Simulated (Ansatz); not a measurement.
`F[SiH](Cl)[GeH3]` + HI → `F[SiH](Cl)I` + GeH₄ at 500 K and 1 bar (cleavage of the Si–Ge bond).

Calculated with Ansatz (gas phase, PBE0-D4/def2-TZVP geometries, no zero-point term in ΔE). CCSD(T)/CBS adds triple-zeta CCSD(T) − MP2 to the extrapolated MP2 energy (def2 sets, frozen cores). Elements past krypton have def2 core potentials. For Ge, I outer-core shells are correlated without core-valence functions, which leaves a few kJ/mol of doubt a bond. Scalar relativity is left out up to krypton.

| species | CCSD(T)/CBS energy (Eh) | H − E (kJ/mol) | S (J/(mol·K)) |
| --- | --- | --- | --- |
| `F[SiH](Cl)[GeH3]` | -2927.27769 | 141.1 | 416.8 |
| HI | -298.03592 | 28.6 | 221.6 |
| `F[SiH](Cl)I` | -1146.84711 | 70.9 | 374.4 |
| GeH₄ | -2078.49493 | 99.4 | 244.6 |

H − E and S are ideal-gas, rigid-rotor, harmonic terms from PBE0-D4/def2-TZVP, for one conformer and one mirror image of each species. 1 Eh = 2625.50 kJ/mol, R = 8.31446 J/(mol·K).

Problem. By hand: ΔE, ΔH, ΔS and ΔG.

Solution. ΔE = (-1146.84711) + (-2078.49493) − (-2927.27769) − (-298.03592) = -0.02843 Eh = -74.6 kJ/mol. Δ(H − E) = 70.9 + 99.4 − 141.1 − 28.6 = 0.6, so ΔH = -74.0 kJ/mol. ΔS = 374.4 + 244.6 − 416.8 − 221.6 = -19.4 J/(mol·K). ΔG = -74.0 − 500 × (-19.4)/1000 = -64.3 kJ/mol.

Problem. By hand: the equilibrium constant, and the temperature at which ΔG would vanish if ΔH and ΔS stayed fixed.

Solution. log₁₀ K = −ΔG/(RT ln 10) = 6.7. ΔG = 0 at ΔH/ΔS = 3814 K, far beyond where these terms or the molecules hold.

ΔH outweighs TΔS. A doubt of 5 kJ/mol in ΔE shifts log₁₀ K by 0.5 here. Other conformers and mirror images would add mixing entropy, several J/(mol·K) or more a flexible species. These are equilibria of isolated gas molecules and say nothing of rates. Largest T1 diagnostic: 0.012 (customary marks: 0.02 for closed shells, 0.045 for open ones).
